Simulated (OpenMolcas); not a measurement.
## Nd2+ in a point-charge field

Nd2+ among 8 point charges of -1.5 e arranged as a cube (Oh), 2.27 Å from the ion. The active orbitals were held to one l.
```
   1.3106    1.3106    1.3106  -1.50
   1.3106    1.3106   -1.3106  -1.50
   1.3106   -1.3106    1.3106  -1.50
   1.3106   -1.3106   -1.3106  -1.50
  -1.3106    1.3106    1.3106  -1.50
  -1.3106    1.3106   -1.3106  -1.50
  -1.3106   -1.3106    1.3106  -1.50
  -1.3106   -1.3106   -1.3106  -1.50
```

| Quantity | Value |
| --- | --- |
| Program | OpenMolcas |
| Method | CASSCF |
| Basis | ANO-RCC-VDZP [7s6p4d2f1g] |
| Scalar Hamiltonian | DKH2, point nucleus |
| Active space | 4 electrons in 7 orbitals (4f) |
| State averaging | 2S+1 = 5 even, 35 roots (33 in the spin-orbit step); 2S+1 = 3 even, 126 roots kept (CI in the orbitals of an earlier block, 106 in the spin-orbit step); 2S+1 = 1 even, 90 roots kept (CI in the orbitals of an earlier block, 31 in the spin-orbit step) |
| Spin-orbit coupling | state interaction with AMFI integrals over the reference wave functions |

The lowest spin-free states (labels of O, the rotations of Oh), above the lowest:

```json
{"State": "5T2", "Degeneracy": "3", "E (cm-1)": "0.0", "Free-ion L (%)": "I (100)"}
{"State": "5E", "Degeneracy": "2", "E (cm-1)": "5.8", "Free-ion L (%)": "I (100)"}
{"State": "5T2", "Degeneracy": "3", "E (cm-1)": "671.6", "Free-ion L (%)": "I (100)"}
{"State": "5T1", "Degeneracy": "3", "E (cm-1)": "714.2", "Free-ion L (%)": "I (100)"}
{"State": "5A2", "Degeneracy": "1", "E (cm-1)": "718.6", "Free-ion L (%)": "I (100)"}
{"State": "5A1", "Degeneracy": "1", "E (cm-1)": "823.4", "Free-ion L (%)": "I (100)"}
{"State": "5T1", "Degeneracy": "3", "E (cm-1)": "13568", "Free-ion L (%)": "F (100)"}
{"State": "5A1", "Degeneracy": "1", "E (cm-1)": "13712", "Free-ion L (%)": "S (99)"}
{"State": "5T2", "Degeneracy": "3", "E (cm-1)": "13753", "Free-ion L (%)": "F (100)"}
{"State": "5A2", "Degeneracy": "1", "E (cm-1)": "14442", "Free-ion L (%)": "F (100)"}
{"State": "3T1", "Degeneracy": "3", "E (cm-1)": "16147", "Free-ion L (%)": "K (99)"}
{"State": "2S+1 = 3", "Degeneracy": "4", "E (cm-1)": "16149", "Free-ion L (%)": "K (99)"}
{"State": "3E", "Degeneracy": "2", "E (cm-1)": "16152", "Free-ion L (%)": "K (100)"}
{"State": "3T1", "Degeneracy": "3", "E (cm-1)": "16155", "Free-ion L (%)": "K (100)"}
{"State": "3T2", "Degeneracy": "3", "E (cm-1)": "16182", "Free-ion L (%)": "K (100)"}
{"State": "3T1", "Degeneracy": "3", "E (cm-1)": "20127", "Free-ion L (%)": "H (99)"}
{"State": "3T2", "Degeneracy": "3", "E (cm-1)": "20437", "Free-ion L (%)": "H (99)"}
{"State": "3E", "Degeneracy": "2", "E (cm-1)": "20644", "Free-ion L (%)": "H (91)"}
{"State": "5T2", "Degeneracy": "3", "E (cm-1)": "20658", "Free-ion L (%)": "G (100)"}
{"State": "3T1", "Degeneracy": "3", "E (cm-1)": "20862", "Free-ion L (%)": "H (92)"}
```

The lowest levels with spin-orbit coupling:

```
E (cm-1)  Degeneracy  Label  2S+1     J  |mJ| (%)
     0.0           1     A1     5  4.00    0 (58)
   228.9           3     T1     5  4.07    1 (57)
   480.1           2      E     5  4.06    2 (50)
   580.0           3     T2     5  4.05    3 (57)
    1468           3     T2     5  5.02    2 (33)
    1606           3     T1     5  4.97    0 (31)
    1703           3     T1     5  5.01    3 (38)
    1704           2      E     5  5.00    2 (49)
    2737           1     A2     5  6.04    2 (68)
    2825           3     T2     5  6.02    1 (37)
    2918           2      E     5  5.96    0 (42)
    2993           3     T1     5  6.02    4 (32)
    3029           1     A1     5  6.02    4 (87)
    3042           3     T2     5  5.97    5 (40)
    4255           3     T2     5  7.01    2 (33)
    4261           3     T1     5  6.97    7 (33)
    4422           1     A2     5  6.95    2 (55)
    4422           2      E     5  7.05    4 (47)
    4428           3     T2     5  7.00    3 (40)
    4504           3     T1     5  7.02    5 (54)
```

Powder χT (cm3 K/mol): 0.00839 at 2 K, 0.0419 at 10 K, 0.21 at 50 K, 0.413 at 100 K, 0.707 at 200 K, 0.881 at 300 K. The effective moment at 300 K is 2.828 √(χT) = 2.65 μB.

Hund's rules give f4 the level 5I4 with g = 0.600, so an isolated free-ion multiplet has χT = g² J(J+1) / 8 = 0.900 cm3 K/mol. The computed 0.881 at 300 K differs by -2 %, through the field's splitting, the mixing of terms and any other multiplet in reach.

High states are left out of the spin-orbit mixing, which shifts the levels that they would mix with. Point charges carry no covalency, so the field is a model and not that of real ligands. A group larger than the point group allows holds several states that coincide in this model. The first state left out of the spin-orbit step lies near 35000 cm-1 above the lowest spin-free state of the reference (among the parities and spins computed), and the lists stop at four fifths of that energy or lower. No measured value stands beside these numbers.

A state without a sure symmetry label is named by its multiplicity alone.
